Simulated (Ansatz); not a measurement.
Mulliken charges of `[Cl][Sn]([Cl])([Br])[Br]` from ωB97M-V/def2-TZVPP in Ansatz (PBE0-D4/def2-TZVP geometry).

```
atom   x (Å)   y (Å)   z (Å)  charge (e)
 Cl1  -0.760  -0.221   2.153      -0.260
 Sn2   0.017  -0.024   0.004       0.952
 Cl3   1.917  -1.295  -0.193      -0.260
 Br4  -1.674  -0.845  -1.549      -0.216
 Br5   0.550   2.311  -0.456      -0.216
```

Problem. By hand: the dipole of these point charges (1 e Å = 4.8032 D).

Solution. Σ q r = (-0.042, 0.055, -0.073) e Å, of length 0.101 e Å = 0.49 D.

Problem. How does the dipole of the full density compare? (Estimate.)

Solution. Ansatz gave: (-0.045, 0.059, -0.079) e Å, 0.52 D; the point charges give 0.94 times that, at 0° from its direction.

Point charges leave out the atoms' own dipoles, such as those of lone pairs, and Mulliken's split depends on the basis, so the close match here is no proof of good charges.
